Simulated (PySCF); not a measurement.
**Dipole response of Ta (tantalum, neutral)**

[Xe] 4f14 5d5, high-spin 6S determinant (an excited configuration). All numbers are calculated (PySCF 2.14, the spin-free X2C one-electron Hamiltonian (Gaussian nucleus), in x2c-TZVPPall with one added diffuse shell each of s, p, d, f type (12s8p8d4f1g, 113 functions)). Coupled (time-dependent) response in atomic units; α is the mean over directions.

```json
{"method": "BP86", "mean α (bohr³)": "118.8", "C₆ (like pair)": "1063", "S(−4)": "27460"}
```

S(−4) is the Cauchy moment in α(ω) = α(0) + S(−4) ω² + …

α(iu) at BP86:

| u (hartree) | α(iu) (bohr³) |
| --- | --- |
| 0 | 118.8 |
| 0.0500 | 80.72 |
| 0.100 | 52.25 |
| 0.200 | 31.96 |
| 0.300 | 22.71 |
| 0.500 | 13.55 |
| 0.750 | 8.559 |
| 1.00 | 6.049 |
| 1.50 | 3.583 |
| 2.00 | 2.398 |
| 3.00 | 1.294 |
| 5.00 | 0.5467 |

A single London oscillator, α(iu) = α/(1 + u²/ω²), gives C₆ = (3/4) ω α². Matching the computed C₆ needs ω = 4 × 1063 / (3 × 118.8²) = 0.100 hartree.

Spin-orbit coupling, which splits the p, d and f shells strongly at this Z, is absent.
